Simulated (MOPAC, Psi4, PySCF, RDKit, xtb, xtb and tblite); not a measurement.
Two geometries of SMILES c1(occc1)[SiH2]N (C₄H₇NOSi), relaxed at GFN2-xTB with one dihedral held; other torsions can differ between them too.

Structure A

```
14

N     -2.4395     0.7278    -0.3085
Si    -1.6201    -0.5842     0.4508
C      0.2039    -0.2752     0.1632
C      0.9674    -0.1697    -0.9671
C      2.2972     0.0532    -0.5461
C      2.2536     0.0662     0.8146
O      1.0019    -0.1306     1.2496
H     -3.4454     0.7202    -0.3500
H     -2.1074     1.6688    -0.1703
H     -2.0846    -1.7828    -0.2501
H     -1.8062    -0.7232     1.9025
H      0.6120    -0.2415    -1.9747
H      3.1626     0.1841    -1.1638
H      3.0180     0.2028     1.5546
```

Structure B

```
14

N     -2.4486     0.6826    -0.3205
Si    -1.6260    -0.6121     0.4553
C      0.1880    -0.2500     0.1644
C      1.2866    -1.0576     0.0627
C      2.4027    -0.2133    -0.1309
C      1.9067     1.0541    -0.1311
O      0.5786     1.0429     0.0477
H     -3.4513     0.7448    -0.2626
H     -2.0375     1.6019    -0.2956
H     -2.0257    -1.8468    -0.2203
H     -1.8569    -0.7426     1.9064
H      1.2886    -2.1273     0.1172
H      3.4261    -0.5046    -0.2539
H      2.3809     2.0095    -0.2457
```

Task: Which is lower in energy at the level PBE0-D3(BJ)/def2-SVP // GFN2-xTB in Psi4 1.11, and by how much?

Result: A is lower, by 3.00 kJ/mol (dihedral N1–Si2–C3–O7: 120° in A, 30° in B).

E(B) − E(A) in kJ/mol at the other levels, on the same two geometries: GFN2-xTB (xtb and tblite) -0.97; MMFF94 // GFN2-xTB (RDKit) 0.86; PBE0/def2-SVP // GFN2-xTB (Psi4) 3.11; PBE/def2-SVP // GFN2-xTB (Psi4) 3.76; PBE-D3(BJ)/def2-SVP // GFN2-xTB (Psi4) 3.59; UFF // GFN2-xTB (RDKit) 0.48; PM3, restricted, heats of formation // GFN2-xTB (MOPAC) 5.02; PM6, restricted, heats of formation // GFN2-xTB (MOPAC) 2.35; GFN1-xTB // GFN2-xTB (xtb) -1.58; restricted B3LYP/6-31G*, spherical d, density fitting // GFN2-xTB (PySCF) 4.46; restricted LDA (SVWN5)/6-31G*, spherical d, density fitting // GFN2-xTB (PySCF) 4.27; restricted B3LYP/6-311+G**, spherical d, density fitting // GFN2-xTB (PySCF) 3.99; restricted MP2 (frozen core)/3-21G // GFN2-xTB (PySCF) 2.67.

MMFF94 has few fitted parameters for silicon.
